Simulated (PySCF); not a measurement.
C2BrCl2F. Atoms are numbered in the order given.

```xyz
6

F      1.9580    -0.0705     0.0000
C      0.6444    -0.1221     0.0000
Br    -0.0532    -1.8450     0.0000
C     -0.0933     1.0011     0.0000
Cl     0.6805     2.5318     0.0000
Cl    -1.8021     0.9939     0.0000
```

Coordinates come from a PBE0-D3(BJ)/def2-SVP optimisation.

Method: PBE/def2-TZVP in PySCF.

Symmetry labels are those of the subgroup Cs that the program uses (full group Cs).

Computed valence orbital energies around the gap with their symmetry:
```json
[
 {"orbital": "HOMO−7", "symmetry": "A\"", "energy (eV)": "-10.21"},
 {"orbital": "HOMO−6", "symmetry": "A'", "energy (eV)": "-10.02"},
 {"orbital": "HOMO−5", "symmetry": "A'", "energy (eV)": "-8.72"},
 {"orbital": "HOMO−4", "symmetry": "A\"", "energy (eV)": "-8.44"},
 {"orbital": "HOMO−3", "symmetry": "A'", "energy (eV)": "-8.25"},
 {"orbital": "HOMO−2", "symmetry": "A\"", "energy (eV)": "-8.23"},
 {"orbital": "HOMO−1", "symmetry": "A'", "energy (eV)": "-7.51"},
 {"orbital": "HOMO", "symmetry": "A\"", "energy (eV)": "-6.06"},
 {"orbital": "LUMO", "symmetry": "A'", "energy (eV)": "-1.72"},
 {"orbital": "LUMO+1", "symmetry": "A\"", "energy (eV)": "-1.62"},
 {"orbital": "LUMO+2", "symmetry": "A'", "energy (eV)": "-1.09"},
 {"orbital": "LUMO+3", "symmetry": "A'", "energy (eV)": "-0.22"}
]
```
